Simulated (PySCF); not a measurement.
A side-by-side comparison of computed properties.

First species: C₄H₈F₃O₂P.
SMILES with atom numbers: `[CH3:1][O:2][CH2:3][P@@:4]([CH3:5])(=[O:6])[C:7]([F:8])([F:9])[F:10]` (hydrogens: H11, H12, H13 on C1; H14, H15 on C3; H16, H17, H18 on C5)

Second species: C8H6O3.
Cartesian coordinates in Å at the GFN2-xTB level; atoms count from 1:
```xyz
17
C8H6O3 angstrom
C      1.105    1.953   -0.554
C      0.145    1.080   -0.202
C     -1.175    1.522    0.199
C     -2.142    0.668    0.549
C     -1.935   -0.785    0.545
O     -2.818   -1.571    0.838
C     -0.594   -1.233    0.153
C      0.371   -0.365   -0.193
O      1.644   -0.727   -0.611
C      2.236   -1.865   -0.257
O      1.830   -2.719    0.466
H      0.918    3.013   -0.548
H      2.085    1.626   -0.852
H     -1.347    2.589    0.201
H     -3.123    1.008    0.845
H     -0.432   -2.299    0.159
H      3.225   -1.882   -0.749
```

Levels: PBE0/pcSseg-1 for dipole moment, HOMO energy, LUMO energy and HOMO–LUMO gap; GFN2-xTB for rotational constant A and rotational constant C. Geometries: GFN2-xTB. Each structure is a single optimised conformer of the isolated species, non-relativistic unless stated. Electronic properties by PySCF.

Dipoles, sizes and rotational constants follow the conformer. The torsions of the flexible species, by atom-mapped SMILES:
- `[CH3:1][O:2][CH2:3][P@@:4]([CH3:5])(=[O:6])[C:7]([F:8])([F:9])[F:10]`: C1–O2–C3–P4 -75°, O2–C3–P4–C5 -56°, C3–P4–C7–F8 -63°
- `[CH2:1]=[C:2]1[CH:3]=[CH:4][C:5](=[O:6])[CH:7]=[C:8]1[O:9][CH:10]=[O:11]`: C7–C8–O9–C10 -27°, C8–O9–C10–O11 -2°

Values for the first species:

| Property | Result |
| --- | --- |
| Dipole moment | 2.94 D |
| HOMO energy | -7.51 eV |
| LUMO energy | 0.52 eV |
| HOMO–LUMO gap | 8.03 eV |
| Rotational constant A | 1.916 GHz |
| Rotational constant C | 0.714 GHz |

Q: Estimate the same properties for the second species, and the change in each.

A: 
| property | first | second | second less first |
| --- | --- | --- | --- |
| dipole moment | 2.94 D | 5.80 D | +2.86 D |
| HOMO energy | -7.51 eV | -7.47 eV | +0.04 eV |
| LUMO energy | 0.52 eV | -2.92 eV | -3.44 eV |
| HOMO–LUMO gap | 8.03 eV | 4.55 eV | -3.48 eV |
| rotational constant A | 1.916 GHz | 1.589 GHz | -0.327 GHz |
| rotational constant C | 0.714 GHz | 0.628 GHz | -0.086 GHz |

On the first: A dipole of 2.94 D is allowed in C1, and pure rotational transitions are dipole-allowed. In atomic units the dipole is 1.16 e·bohr (1 au = 2.5417 D).

On the second: A dipole of 5.80 D is allowed in C1, and pure rotational transitions are dipole-allowed. In atomic units the dipole is 2.28 e·bohr (1 au = 2.5417 D).
